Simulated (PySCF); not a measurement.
Si(H)2(OH)(iPr) (C3H10OSi), SMILES CC(C)[SiH2]O. The structure is a stationary point at B3LYP-D3(BJ)/def2-SVP. Other conformers were not sampled.

Computed equilibrium geometry at B3LYP-D3(BJ)/def2-SVP (PySCF confirms it by a frequency run) as Cartesian coordinates in Å (one conformer of several):
```xyz
15

Si     0.8712    -0.6146    -0.0715
O      2.0516     0.4591    -0.5851
C     -0.7133     0.2739     0.4593
C     -1.7892    -0.7345     0.8884
C     -1.2138     1.2197    -0.6417
H      0.5968    -1.4866    -1.2462
H      1.3643    -1.4491     1.0707
H      2.4373     1.0363     0.0837
H     -0.4396     0.8829     1.3435
H     -2.7017    -0.2205     1.2360
H     -1.4443    -1.3866     1.7076
H     -2.0838    -1.3851     0.0472
H     -0.4349     1.9363    -0.9459
H     -1.5104     0.6556    -1.5426
H     -2.0955     1.7936    -0.3085
```
Charge 0, spin multiplicity 1.
